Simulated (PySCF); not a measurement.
# [La(PH3)]3+ at several levels of theory

Computed with PySCF 2.14.0 (density fitting, no spin-orbit coupling) at the geometry relaxed with PBE0:

```xyz
5
[La(PH3)]3+ (singlet)
La    0.0000    0.0000   -0.5328
P     0.0000    0.0000    2.5310
H     1.3193    0.0000    3.0723
H    -0.6596    1.1426    3.0723
H    -0.6597   -1.1425    3.0723
```

| level | basis | state | HOMO (eV) | gap (eV) | charge on La1 (e) | population of f-type functions on La1 (polarisation alone where 4f lies in the core) | dipole about the centre of mass (D) | largest force component (eV/Å) |
| --- | --- | --- | --- | --- | --- | --- | --- | --- |
| PBE0 | La lcecp-1-SVP with ECP46, P def2-SVP, H def2-SVP | singlet | -23.40 | 4.47 | 2.36 | 0.01 | 1.31 | 0.01 |
| TPSS | the same | singlet | -22.50 | 2.82 | 2.35 | 0.01 | 1.47 | 0.17 |
| PBE0 | La lcecp-1-TZVP with ECP46, P def2-TZVP, H def2-TZVP | singlet | -23.28 | 4.42 | 2.40 | 0.01 | 1.45 | 0.18 |

In the lcecp rows the 4f levels are missing from HOMO and gap, and the state counts the valence alone.

Charges are Mulliken's, which hang on the basis. The relaxation used the grid (50, 194), these runs (75, 302) or, all-electron (x2c bases, spin-free X2C Hamiltonian), (99, 590).

Task: What does CAM-B3LYP with La lcecp-1-SVP with ECP46, P def2-SVP, H def2-SVP give here?

Result: state singlet, HOMO (eV) -24.50, gap (eV) 6.60, charge on La1 (e) 2.37, population of f-type functions on La1 (polarisation alone where 4f lies in the core) 0.01, dipole about the centre of mass (D) 0.90, largest force component (eV/Å) 0.12. Time: 2.7 s on 2 threads of Arm Neoverse V1, with other jobs on the host, from an already converged density.

In the first row's basis the gap widens with exact exchange: 2.8 eV for TPSS (none); 4.5 eV for PBE0 (a fixed share); 6.6 eV for CAM-B3LYP (rising or full at long range).
